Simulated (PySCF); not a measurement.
Compound: C₅H₈BF₃.
Geometry (GFN2-xTB, Å), atoms numbered from 1 in this order:
```xyz
17
C5H8BF3 angstrom
C      2.4815   -0.5440   -0.7276
B      1.4885    0.4315   -0.0053
C      0.7153   -0.0562    1.2482
C     -0.5827    0.1062    1.5035
C     -1.5286    0.8003    0.5650
C     -2.0769   -0.1815   -0.4533
F     -1.1250   -0.6845   -1.2531
F     -2.6887   -1.2302    0.1166
F     -2.9864    0.3885   -1.2641
H      2.7937   -1.3943   -0.1266
H      3.3694   -0.0446   -1.1094
H      1.9667   -0.9484   -1.6012
H      1.3344    1.5181   -0.4208
H      1.2726   -0.6339    1.9786
H     -1.0454   -0.3194    2.3847
H     -1.0138    1.5824    0.0045
H     -2.3817    1.2221    1.0988
```

Vertical excitations from PySCF (density fitting, frozen core in the response, grid level 2 and gas phase unless stated; continuum runs use non-equilibrium linear response for the excitations) on a GFN2-xTB geometry. Reference run:

```
                              settings    S1, eV (f)    S2, eV (f)    S3, eV (f)    S4, eV (f)    S5, eV (f)    S6, eV (f)  T1, eV (Tamm–Dancoff)  mean α (au)
PBE0/def2-SVPD, full TDDFT, 6 singlets  5.28 (0.123)  5.64 (0.015)  6.30 (0.050)  7.46 (0.025)  7.51 (0.085)  7.58 (0.172)                   3.69         77.9
```

What do these settings give: (1) CAM-B3LYP/cc-pVDZ, level shift 0.1 Eh, fitting basis def2-qzvpp-jkfit, full TDDFT, 6 singlets; (2) PBE0/pcseg-1, TDA, 12 singlets; (3) WP04/def2-SVPD, energy threshold 1e-06 Eh, full TDDFT, 6 singlets?

```csv
settings,"S1, eV (f)","S2, eV (f)","S3, eV (f)","S4, eV (f)","S5, eV (f)","S6, eV (f)","T1, eV (Tamm–Dancoff)",mean α (au)
"CAM-B3LYP/cc-pVDZ, level shift 0.1 Eh, fitting basis def2-qzvpp-jkfit, full TDDFT, 6 singlets",5.45 (0.127),5.81 (0.010),6.54 (0.081),7.76 (0.015),7.98 (0.257),8.25 (0.003),3.76,66.5
"PBE0/pcseg-1, TDA, 12 singlets",5.44 (0.125),5.71 (0.025),6.39 (0.067),7.54 (0.011),7.91 (0.241),8.03 (0.119),–,68.1
"WP04/def2-SVPD, energy threshold 1e-06 Eh, full TDDFT, 6 singlets",5.38 (0.150),5.89 (0.004),6.33 (0.025),7.57 (0.071),7.61 (0.207),7.97 (0.012),–,73.6
```

(1) S1 moves by +0.17 eV; functional and basis change together, so the shift can't be laid on one. (2) S1 moves by +0.16 eV; basis and response scheme change together, so the shift can't be laid on one. (3) S1 moves by +0.10 eV (WP04 has 12 % exact exchange, PBE0 25 % exact exchange). States are counted by energy in each run and needn't keep their character from row to row.

WP04 was designed for NMR shieldings or shifts; total energies of different functionals aren't comparable.

Give the leading configurations of S1 (H = HOMO, L = LUMO) and the HOMO–LUMO gap of each run.

```csv
settings,S1 configurations (weight),S1 (eV),orbital gap (eV),S1 − gap (eV)
"PBE0/def2-SVPD, full TDDFT, 6 singlets",H→L 0.86,5.28,6.28,-1.00
"CAM-B3LYP/cc-pVDZ, level shift 0.1 Eh, fitting basis def2-qzvpp-jkfit, full TDDFT, 6 singlets","H→L 0.85, H−2→L 0.08",5.45,8.75,-3.30
"PBE0/pcseg-1, TDA, 12 singlets","H→L 0.75, H−2→L 0.10",5.44,6.30,-0.86
"WP04/def2-SVPD, energy threshold 1e-06 Eh, full TDDFT, 6 singlets",H→L 0.87,5.38,5.45,-0.07
```

One conformer stands for the species.
